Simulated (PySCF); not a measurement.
PySCF 2.14 output of an unrestricted BP86 calculation on a single atom or ion in def2-TZVP, with no relativity, point nucleus:

```
SCF conv_tol = 1e-09
number electrons alpha = 5  beta = 2
    A. D. Becke.,  Phys. Rev. A 38, 3098 (1988)
    J. P. Perdew.,  Phys. Rev. B 33, 8822 (1986)
cycle= 1 E= -97.8023966565972  delta_E= -0.00259  |g|= 0.00302  |ddm|= 0.0578
cycle= 2 E= -97.8023991395937  delta_E= -2.48e-06  |g|= 0.000424  |ddm|= 0.00217
cycle= 3 E= -97.8023991762087  delta_E= -3.66e-08  |g|= 0.000161  |ddm|= 0.000249
cycle= 4 E= -97.8023991817097  delta_E= -5.5e-09  |g|= 2.1e-06  |ddm|= 7.32e-05
cycle= 5 E= -97.8023991817107  delta_E= -1.04e-12  |g|= 4.82e-08  |ddm|= 9.93e-07
converged SCF energy = -97.8023991817107  <S^2> = 3.7512494  2S+1 = 4.0006247
```

The run itself started from symmetry-adapted Hartree-Fock orbitals and held the occupation by maximum overlap, on a logarithmic radial grid, so the iterations belong to that start.

Task: Which element, charge and spin multiplicity is this?

Result: F²⁺ (fluorine, charge +2), multiplicity 4; the state was [He] 2s2 2p3, high-spin 4S determinant.
